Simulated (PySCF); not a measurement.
Compound: C3H8N2OSi.
SMILES with atom numbers: `[CH3:1][C@@H:2]1[NH:3][C:4](=[O:5])[Si@H:6]1[NH2:7]` (hydrogens: H8, H9, H10 on C1; H11 on C2; H12 on N3; H13 on Si6; H14, H15 on N7)

Computed geometry: GFN2-xTB, gas phase.

**Question.** Give the optimised bond lengths and angles.

**Answer.** 
| bond | length (Å) |
| --- | --- |
| C1–C2 | 1.521 |
| C2–N3 | 1.455 |
| N3–C4 | 1.352 |
| C4=O5 | 1.210 |
| C4–Si6 | 1.948 |
| Si6–N7 | 1.720 |
| C2–Si6 | 1.935 |
| C1–H8, C1–H9, C1–H10 | 1.088 |
| C2–H11 | 1.096 |
| N3–H12 | 1.010 |
| Si6–H13 | 1.456 |
| N7–H14, N7–H15 | 1.008 |

Bonds in one row agree within 0.01 Å and their mean is given. A selection of angles:
| angle | degrees |
| --- | --- |
| C2–C1–H8 | 109.9 |
| C2–C1–H10 | 111.2 |
| H8–C1–H9 | 108.6 |
| H8–C1–H10 | 108.4 |
| C1–C2–N3 | 112.6 |
| C1–C2–Si6 | 118.0 |
| C1–C2–H11 | 109.0 |
| N3–C2–Si6 | 88.7 |
| N3–C2–H11 | 110.5 |
| Si6–C2–H11 | 116.6 |
| C2–N3–C4 | 108.3 |
| C2–N3–H12 | 125.2 |
| C4–N3–H12 | 126.5 |
| N3–C4–O5 | 127.7 |
| N3–C4–Si6 | 91.2 |
| O5–C4–Si6 | 141.0 |
| C4–Si6–N7 | 123.3 |
| C4–Si6–H13 | 120.1 |
| N7–Si6–H13 | 107.2 |
| C2–Si6–C4 | 71.8 |
| C2–Si6–N7 | 112.5 |
| C2–Si6–H13 | 118.1 |
| Si6–N7–H14 | 119.4 |
| H14–N7–H15 | 110.0 |

Torsions: C1–C2–N3–C4 -118° (anticlinal); C2–N3–C4–O5 180° (antiperiplanar); N3–C4–Si6–N7 -104° (anticlinal); C1–C2–Si6–C4 114° (anticlinal).

The C–N distances run from 1.352 Å (N3–C4, drawn single) to 1.455 Å (C2–N3, drawn single), a spread of 0.103 Å. The 4-membered ring C2–N3–C4–Si6 has internal angles of 71.8° to 108.3°; it is planar, 0.01 Å rms from its mean plane, widest ring torsion 2°. Si6 (SiH silicon) has angles from 71.8° to 123.3°. N7 (silicon-bound nitrogen) has angles 119.4°, 118.7° and 110.0°, sum 348.1°, 0.24 Å off the plane of its three neighbours. N3 (nitrogen bound to a carbonyl carbon) is planar (angles 126.5°, 125.2° and 108.3°, sum 359.9°, 0.02 Å off the plane of its three neighbours).

Point group: C1 (no symmetry element, even within 0.4 Å). No frequency check. The numbers are those of one conformer (C4–Si6–N7–H 35° and -104°).
